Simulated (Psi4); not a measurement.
CH7BO2Si (SMILES COBO[SiH3]), singlet, geometry from GFN2-xTB; PBE0/def2-SVPD in Psi4.

The Psi4 input:
```
memory 2 GB

molecule mol {
0 1
B    -0.503773   -0.144917    0.856097
H    -1.253055   -0.128522    1.773318
O     0.579721   -0.943096    0.830968
C     0.930861   -1.827623    1.863140
H     0.217542   -1.784938    2.690752
H     0.958392   -2.843647    1.461935
H     1.925723   -1.562740    2.229327
O    -0.747079    0.649748   -0.183463
Si   -0.230064    1.168923   -1.625646
H     0.574619    2.366004   -1.374567
H    -1.484264    1.463286   -2.318030
H     0.554507    0.162747   -2.343055
}

set {
  basis def2-svpd
  reference rks
}

energy('pbe0')
print_variables()
```

Write the output that Psi4 gives for this input, abridged.


```
   => Loading Basis Set <=

    Name: DEF2-SVPD
    Role: ORBITAL
    Keyword: BASIS

         ---------------------------------------------------------
                                   SCF
               by Justin Turney, Rob Parrish, Andy Simmonett
                          and Daniel G. A. Smith
                              RKS Reference
         ---------------------------------------------------------

  ==> Geometry <==

    Molecular point group: c1
    Full point group: C1

    Geometry (in Angstrom), charge = 0, multiplicity = 1:

       Center              X                  Y                   Z               Mass
    ------------   -----------------  -----------------  -----------------  -----------------
         B           -0.481735340320    -0.168662863919     0.869479211209    11.009305360000
         H           -1.231017340320    -0.152267863919     1.786700211209     1.007825032230
         O            0.601758659680    -0.966841863919     0.844350211209    15.994914619570
         C            0.952898659680    -1.851368863919     1.876522211209    12.000000000000
         H            0.239579659680    -1.808683863919     2.704134211209     1.007825032230
         H            0.980429659680    -2.867392863919     1.475317211209     1.007825032230
         H            1.947760659680    -1.586485863919     2.242709211209     1.007825032230
         O           -0.725041340320     0.626002136081    -0.170080788791    15.994914619570
         SI          -0.208026340320     1.145177136081    -1.612263788791    27.976926534650
         H            0.596656659680     2.342258136081    -1.361184788791     1.007825032230
         H           -1.462226340320     1.439540136081    -2.304647788791     1.007825032230
         H            0.576544659680     0.139001136081    -2.329672788791     1.007825032230

  Running in c1 symmetry.

  Rotational constants: A =      0.50276  B =      0.05696  C =      0.05262 [cm^-1]
  Rotational constants: A =  15072.45736  B =   1707.58121  C =   1577.49897 [MHz]
  Nuclear repulsion =  219.939535039310812

  Charge       = 0
  Multiplicity = 1
  Electrons    = 48
  Nalpha       = 24
  Nbeta        = 24

  ==> Algorithm <==

  SCF Algorithm Type is DF.
  DIIS enabled.
  MOM disabled.
  Fractional occupation disabled.
  Guess Type is SAD.
  Energy threshold   = 1.00e-06
  Density threshold  = 1.00e-06
  Integral threshold = 1.00e-12

  ==> Primary Basis <==

  Basis Set: DEF2-SVPD
    Blend: DEF2-SVPD
[...]
   @DF-RKS iter   3:  -506.59876779063757   -6.03937e-01   7.29967e-04 DIIS/ADIIS
   @DF-RKS iter   4:  -506.60418786508109   -5.42007e-03   2.69833e-04 DIIS/ADIIS
   @DF-RKS iter   5:  -506.60509378444391   -9.05919e-04   7.82537e-05 DIIS
   @DF-RKS iter   6:  -506.60515506560273   -6.12812e-05   3.32277e-05 DIIS
   @DF-RKS iter   7:  -506.60516614609060   -1.10805e-05   4.48548e-06 DIIS
   @DF-RKS iter   8:  -506.60516640153475   -2.55444e-07   8.27449e-07 DIIS
  Energy and wave function converged.

  ==> Post-Iterations <==

   Electrons on quadrature grid:
      Ntotal   =   47.9999531667 ; deviation = -4.683e-05

    Orbital Energies [Eh]
    ---------------------

    Doubly Occupied:

[...]
    Virtual:

[...]
     166A      3.662363

    Final Occupation by Irrep:
              A
    DOCC [    24 ]
    NA   [    24 ]
    NB   [    24 ]

  @DF-RKS Final Energy:  -506.60516640153475

   => Energetics <=

    Nuclear Repulsion Energy =            219.9395350393108117
    One-Electron Energy =               -1133.7014229713356599
    Two-Electron Energy =                 444.9643294685631076
    DFT Exchange-Correlation Energy =     -37.8076079380730405
    Empirical Dispersion Energy =           0.0000000000000000
    VV10 Nonlocal Energy =                  0.0000000000000000
    Total Energy =                       -506.6051664015347455

Computation Completed

Properties will be evaluated at   0.000000,   0.000000,   0.000000 [a0]

Properties computed using the SCF density matrix

 Multipole Moments:

 ------------------------------------------------------------------------------------
     Multipole            Electronic (a.u.)      Nuclear  (a.u.)        Total (a.u.)
 ------------------------------------------------------------------------------------

 L = 1.  Multiply by 2.5417464519 to convert [e a0] to [Debye]
 Dipole X            :         -1.7286968            1.9989762            0.2702794
 Dipole Y            :          1.8114747           -2.1539032           -0.3424285
 Dipole Z            :         -0.9672435            1.2138602            0.2466167
 Magnitude           :                                                    0.5011267

 ------------------------------------------------------------------------------------

  Variable Map:
  ----------------------------------------------------------------------------
[...]
  Array Variable Map:
  ----------------------------------------------------------------------------
[...]
[...]
```
